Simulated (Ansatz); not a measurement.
Cost and result for the atomization energy of CH$_{5}$AlOS, SMILES `C[S][AlH][OH]` (9 atoms, 8 bonds).

Cartesian coordinates in Å:
```
C -0.984 -0.705 -1.299
S 0.349 -1.161 -0.141
Al 0.602 0.719 0.917
O 1.749 0.874 2.149
H -1.303 0.329 -1.164
H -0.623 -0.834 -2.319
H -1.835 -1.363 -1.130
H -0.288 1.963 0.542
H 2.332 0.177 2.445
```

The species carries charge 0 and has multiplicity 1. Geometry: relaxed with PBE0-D4/def2-TZVP. It is one conformer, not always the lowest. Program: Ansatz. All runs use 2 threads of an Arm Neoverse V1 on a shared host. Times are those of one run each, without the atoms' runs, and a repeat can differ threefold. Electronic energies, without spin–orbit coupling; frozen cores. CCSD(T)/CBS adds CCSD(T) − MP2 in def2-TZVPP to the MP2 limit, and its time is that of the two runs behind it. T1 = 0.012. B3LYP takes the VWN-RPA correlation (the form of Gaussian; ORCA's B3LYP/G). HSE06 is the plane-wave form, built on full-range PBE exchange.

CCSD(T)/CBS is a level of theory with its own doubt, some kJ/mol a heavy atom from the limit and from the frozen cores, so smaller differences don't rank the functionals.

```json
{"level": "CCSD(T)/def2-SVP", "functions": "89", "wall time": "3.2 s"}
{"level": "BLYP-D4/def2-TZVPP", "functions": "216", "wall time": "3.4 s"}
{"level": "PBE-D4/def2-TZVPP (with forces)", "functions": "216", "wall time": "4 s"}
{"level": "HSE06-D4/def2-TZVPP", "functions": "216", "wall time": "6 s"}
{"level": "CAM-B3LYP-D4/def2-TZVPP", "functions": "216", "wall time": "6 s"}
{"level": "B3LYP-D4/def2-TZVPP (with forces)", "functions": "216", "wall time": "6.5 s"}
{"level": "PBE-QIDH/def2-TZVPP", "functions": "216", "wall time": "7 s"}
{"level": "r2SCANh-D4/def2-TZVPP", "functions": "216", "wall time": "8.5 s"}
{"level": "ωB97X-V/def2-TZVPP", "functions": "216", "wall time": "11 s"}
{"level": "ωB97M-V/def2-TZVPP (with forces)", "functions": "216", "wall time": "16 s"}
{"level": "MP2/def2-QZVPP", "functions": "404", "wall time": "31 s"}
{"level": "CCSD(T)/def2-TZVPP", "functions": "216", "wall time": "99 s"}
{"level": "CCSD(T)/CBS(def2)", "functions": "–", "wall time": "2.2 min"}
```

What atomization energy does each give, and how far from CCSD(T)/CBS? (Estimate.)

Computed: 
| level | atomization (kJ/mol) | difference from CCSD(T)/CBS | per bond |
| --- | --- | --- | --- |
| CCSD(T)/def2-SVP | 2944.8 | -217.0 | -27.1 |
| BLYP-D4/def2-TZVPP | 3126.2 | -35.6 | -4.5 |
| PBE-D4/def2-TZVPP (with forces) | 3179.5 | 17.7 | 2.2 |
| HSE06-D4/def2-TZVPP | 3131.3 | -30.5 | -3.8 |
| CAM-B3LYP-D4/def2-TZVPP | 3148.6 | -13.2 | -1.6 |
| B3LYP-D4/def2-TZVPP (with forces) | 3134.6 | -27.2 | -3.4 |
| PBE-QIDH/def2-TZVPP | 3118.5 | -43.3 | -5.4 |
| r2SCANh-D4/def2-TZVPP | 3140.7 | -21.1 | -2.6 |
| ωB97X-V/def2-TZVPP | 3158.5 | -3.3 | -0.4 |
| ωB97M-V/def2-TZVPP (with forces) | 3161.9 | 0.1 | 0.0 |
| MP2/def2-QZVPP | 3176.8 | 15.0 | 1.9 |
| CCSD(T)/def2-TZVPP | 3070.3 | -91.5 | -11.4 |
| CCSD(T)/CBS(def2) | 3161.8 | 0.0 | 0.0 |

From PBE to PBE0 (25 % exact exchange), in def2-TZVPP and without D4, the atomization energy moves by −47.7 kJ/mol: exact exchange takes away binding that semilocal exchange gives to molecules. At CCSD(T), def2-SVP lies −217.0 kJ/mol from the extrapolated value and def2-TZVPP −91.5 kJ/mol: correlation converges slowly with the basis, and small sets miss more of it in the bonded molecule than in its fragments. The D4 term adds +27.0 kJ/mol with B3LYP and +14.1 kJ/mol with PBE0; it sums over pairs of atoms, weighted by their polarisabilities, and B3LYP, whose exchange is more repulsive, gets the larger term.
